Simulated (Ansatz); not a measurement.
Reaction (hydrogenolysis of a C–I bond): `[CH3][AlH]/[CH]=C/I` + H₂ → `C=[CH][AlH][CH3]` + HI

Calculated with Ansatz (gas phase, PBE0-D4/def2-TZVP geometries, no zero-point term in ΔE). CCSD(T)/CBS adds triple-zeta CCSD(T) − MP2 to the extrapolated MP2 energy (def2 sets, frozen cores). This one scheme is used for every species. DFT in def2-TZVPP. Elements past krypton have def2 core potentials. For I outer-core shells are correlated without core-valence functions, which leaves a few kJ/mol of doubt a bond. One conformer a species, not always the lowest.

```
             level  ΔE (kJ/mol)  difference from CCSD(T)/CBS
            PBE-D4        -36.0                          8.4
           PBE0-D4        -46.7                         -2.3
           ωB97X-V        -54.0                         -9.6
               PBE        -40.9                          3.5
    MP2/def2-TZVPP        -36.2                          8.2
SCS-MP2/def2-TZVPP        -44.0                          0.4
SCS-MP2/def2-QZVPP        -41.4                          3.0
      HF/CBS(def2)        -80.1                        -35.7
     MP2/CBS(def2)        -31.2                         13.2
    CCSD/CBS(def2)        -52.8                         -8.4
       CCSD(T)/CBS        -44.4                            0
```

Largest T1 diagnostic among the species: 0.011.

From PBE to PBE0 (25 % exact exchange), in def2-TZVPP and without D4, ΔE moves by −10.2 kJ/mol. The D4 term adds +8.4 kJ/mol with B3LYP and +4.4 kJ/mol with PBE0; it sums over pairs of atoms, weighted by their polarisabilities, and B3LYP, whose exchange is more repulsive, gets the larger term. In def2-TZVPP, CCSD(T) changes the Hartree–Fock value by +31.3 kJ/mol (the triples alone add +8.4 kJ/mol) and MP2 by +44.5 kJ/mol.

B3LYP here is the variant with VWN-RPA as its local correlation; programs differ in this.
